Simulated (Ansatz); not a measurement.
Input file for AgBr (`[Br][Ag]`):

```yaml
crystal:
  periodic: [false, false, false]
  atoms:
    - {symbol: Br, position_ang: [1.039997, -0.393373, 0.519071]}
    - {symbol: Ag, position_ang: [-1.010497, 0.333173, -0.514971]}
basis:
  gaussian: {orbitals: def2-SVP}
correlation: {method: ccsd_t}
```

```sh
$ ansatz run in.yaml --threads 2 --pin off --events-out ev --progress --plain
```

The program prints (abridged):

```
Functional definition: HF
634 factors; integrals over basis functions are off by at most 3.6e-4 eV
mean field evaluation 1: about -73965.6439 eV, gradient 2.2e1 eV
mean field evaluation 2: about -73965.7707 eV, gradient 2.3e1 eV
mean field evaluation 4: about -73967.0107 eV, gradient 1.5e0 eV
mean field evaluation 8: about -73967.0541 eV, gradient 2.7e-1 eV
mean field -73967.05522608 eV, -2718.2391428876 hartree, gradient 1.9e-6 eV, S^2 0.000000; 0 other end points of the search recorded, 0 dependent functions left out
9 core orbitals not correlated: weight in the atoms' cores, before any rotation towards them, 1.000 or more for the frozen orbitals, at most 0.000 for the correlated occupied ones
reference -73967.05522608 eV, -2718.2391428876 hartree; 18, 18 occupied and 36, 36 virtual orbitals, 634 factors
second order -15.14399707 eV of doubles, -0.00000000 eV of singles
cycle   1  -14.47260297 eV  change    6.7e-1 eV  update   9.4e-2
cycle   2  -14.76534445 eV  change   -2.9e-1 eV  update   2.8e-2
cycle   3  -14.82552791 eV  change   -6.0e-2 eV  update   2.1e-2
cycle   4  -14.80268433 eV  change    2.3e-2 eV  update   8.6e-3
cycle   5  -14.80218252 eV  change    5.0e-4 eV  update   4.4e-3
cycle   6  -14.80874348 eV  change   -6.6e-3 eV  update   1.8e-3
cycle   7  -14.80782806 eV  change    9.2e-4 eV  update   8.0e-4
cycle   8  -14.80726541 eV  change    5.6e-4 eV  update   3.0e-4
cycle   9  -14.80754588 eV  change   -2.8e-4 eV  update   1.1e-4
cycle  10  -14.80751740 eV  change    2.8e-5 eV  update   4.3e-5
perturbative correction -0.37294566 eV, -0.0137055004 hartree
Total energy: -73982.23568915 eV, -2718.7970146158 hartree
```

Run time 1 s (2 threads of a server CPU on a shared host); peak host memory 0.16 GiB.

The correlation energy is -15.180 eV, 2.5 % of it from (T); the T1 diagnostic reads 0.0159.
